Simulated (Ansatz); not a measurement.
```yaml
crystal:
  periodic: [false, false, false]
  atoms:
    - {symbol: C, position_ang: [2.355845, 1.785040, 1.764407]}
    - {symbol: O, position_ang: [1.271175, 1.156240, 1.179032]}
    - {symbol: Hf, position_ang: [-0.016418, -0.031414, 0.375175]}
    - {symbol: C, position_ang: [-1.851328, 0.370619, 1.617599]}
    - {symbol: N, position_ang: [-0.544412, 0.775127, -1.429286]}
    - {symbol: C, position_ang: [-0.862726, 0.287669, -2.742233]}
    - {symbol: C, position_ang: [-0.644693, 2.219478, -1.377859]}
    - {symbol: C, position_ang: [-0.607215, -2.438996, 0.931619]}
    - {symbol: C, position_ang: [0.694552, -2.208033, 1.427407]}
    - {symbol: C, position_ang: [1.552520, -2.001803, 0.326102]}
    - {symbol: C, position_ang: [0.780223, -2.102768, -0.851050]}
    - {symbol: C, position_ang: [-0.552850, -2.376746, -0.475716]}
    - {symbol: H, position_ang: [2.780457, 2.538687, 1.090723]}
    - {symbol: H, position_ang: [2.056851, 2.288535, 2.690781]}
    - {symbol: H, position_ang: [3.147339, 1.066139, 2.010360]}
    - {symbol: H, position_ang: [-2.750527, -0.124947, 1.236406]}
    - {symbol: H, position_ang: [-1.732492, 0.070514, 2.665468]}
    - {symbol: H, position_ang: [-2.054188, 1.449615, 1.615566]}
    - {symbol: H, position_ang: [-1.886156, 0.563856, -3.038779]}
    - {symbol: H, position_ang: [-0.787940, -0.799054, -2.790094]}
    - {symbol: H, position_ang: [-0.187473, 0.704956, -3.505894]}
    - {symbol: H, position_ang: [-1.664763, 2.562985, -1.604330]}
    - {symbol: H, position_ang: [-0.388609, 2.603925, -0.384156]}
    - {symbol: H, position_ang: [0.035731, 2.701166, -2.096487]}
    - {symbol: H, position_ang: [-1.489280, -2.619396, 1.526429]}
    - {symbol: H, position_ang: [0.980075, -2.174059, 2.469297]}
    - {symbol: H, position_ang: [2.610334, -1.787335, 0.375369]}
    - {symbol: H, position_ang: [1.147136, -1.982082, -1.859678]}
    - {symbol: H, position_ang: [-1.391168, -2.497917, -1.146189]}
basis:
  gaussian: {orbitals: def2-TZVP, point_charges: [{charge: 1.00, position_ang: [7.836, -0.808, -0.379]}]}
magnetization: {spin_polarized: true, initial_magnetization: 3}
hamiltonian: {xc: {name: RPBE}, dispersion: d3bj}
accuracy: high
scf: {lower_state_search: light}
output: {forces: true}
```

```sh
$ ansatz run in.yaml --threads 11 --pin off --events-out ev --progress --plain --max-ram 174080MiB --backend cuda --devices 0, --max-vram 75GiB
```

It prints (some lines left out):

```
Error: a molecule whose nuclei and cores have a total charge of 98 cannot have a net charge of 0 together with 3 unpaired electrons
```

In this input the number of unpaired electrons doesn't fit the electron count. The input was rejected before any iteration.
